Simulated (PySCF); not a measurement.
# PBE0 on I (iodine, neutral)

Configuration: [Kr] 4d10 5s2 5p4 5d1, one real determinant (an excited configuration). Calculation: PySCF 2.14, in aug-cc-pVTZ-PP with one added diffuse shell each of d, f type with ECP28MDF (6s5p5d3f, 67 functions); a scalar-relativistic core potential.

| Item | Value |
| --- | --- |
| Total energy | -295.4029 hartree |
| One-electron energy | -510.3226 hartree |
| Hartree (Coulomb) energy | 236.8410 hartree |
| Exchange-correlation energy | -21.9214 hartree |
| ⟨S²⟩ | 3.7544 |
| ⟨L²⟩ | 8.026 |
| Sum of ⟨r⟩ | 34.43 bohr |
| Sum of ⟨r²⟩ | 83.20 bohr² |
| Traceless quadrupole moment −½Σ⟨3z² − r²⟩ along its main axis | 7.23 e·bohr² |

```json
{"shell": "4s α", "electrons": "1", "mean orbital energy (hartree)": "-7.06668", "spread (hartree)": "0", "rms radius, mean of both spins (bohr)": "0.796"}
{"shell": "4s β", "electrons": "1", "mean orbital energy (hartree)": "-7.05739", "spread (hartree)": "0", "rms radius, mean of both spins (bohr)": "0.796"}
{"shell": "4p α", "electrons": "3", "mean orbital energy (hartree)": "-5.05011", "spread (hartree)": "0.02210", "rms radius, mean of both spins (bohr)": "0.854"}
{"shell": "4p β", "electrons": "3", "mean orbital energy (hartree)": "-5.04074", "spread (hartree)": "0.01213", "rms radius, mean of both spins (bohr)": "0.854"}
{"shell": "4d α", "electrons": "5", "mean orbital energy (hartree)": "-2.11114", "spread (hartree)": "0.02432", "rms radius, mean of both spins (bohr)": "1.00"}
{"shell": "4d β", "electrons": "5", "mean orbital energy (hartree)": "-2.10020", "spread (hartree)": "0.01520", "rms radius, mean of both spins (bohr)": "1.00"}
{"shell": "5s α", "electrons": "1", "mean orbital energy (hartree)": "-0.86795", "spread (hartree)": "0", "rms radius, mean of both spins (bohr)": "2.06"}
{"shell": "5s β", "electrons": "1", "mean orbital energy (hartree)": "-0.77960", "spread (hartree)": "0", "rms radius, mean of both spins (bohr)": "2.06"}
{"shell": "5p α", "electrons": "3", "mean orbital energy (hartree)": "-0.43897", "spread (hartree)": "0.04284", "rms radius, mean of both spins (bohr)": "2.52"}
{"shell": "5p β", "electrons": "1", "mean orbital energy (hartree)": "-0.38278", "spread (hartree)": "0", "rms radius, mean of both spins (bohr)": "2.52"}
{"shell": "5d α", "electrons": "1", "mean orbital energy (hartree)": "-0.04360", "spread (hartree)": "0", "rms radius, mean of both spins (bohr)": "5.80"}
```

⟨L²⟩ = 8.03 against 12 for a pure F term, so this real determinant mixes terms. Energies and moments cover only the electrons outside the core potential. The outer electron is Rydberg-like, and this basis confines it to a smaller radius and binds it less than a complete one would.
